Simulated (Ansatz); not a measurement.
Mulliken charges of H4MgO2Si (`[OH][Mg][O][SiH3]`) from PBE/def2-TZVPP in Ansatz (PBE0-D4/def2-TZVP geometry).

| atom | x (Å) | y (Å) | z (Å) | charge (e) |
| --- | --- | --- | --- | --- |
| O1 | 0.627 | 2.945 | -1.418 | -0.619 |
| Mg2 | 0.282 | 1.391 | -0.679 | 0.960 |
| O3 | -0.008 | -0.199 | 0.088 | -0.585 |
| Si4 | -0.272 | -1.631 | 0.778 | 0.324 |
| H5 | 0.549 | 3.781 | -1.857 | 0.178 |
| H6 | -1.219 | -1.515 | 1.926 | -0.086 |
| H7 | -0.861 | -2.602 | -0.192 | -0.086 |
| H8 | 0.993 | -2.227 | 1.298 | -0.086 |

Question: By hand: the dipole of these point charges (1 e Å = 4.8032 D).

Answer: Σ q r = (-0.010, 0.319, -0.165) e Å, of length 0.359 e Å = 1.72 D.

Question: How does the dipole of the full density compare? (An estimate is asked.)

Answer: The calculation gave: (-0.019, 0.384, -0.199) e Å, 2.08 D; the point charges give 0.83 times that, at 1° from its direction.

Point charges leave out the atoms' own dipoles, such as those of lone pairs, and Mulliken's split depends on the basis, so the two needn't agree.
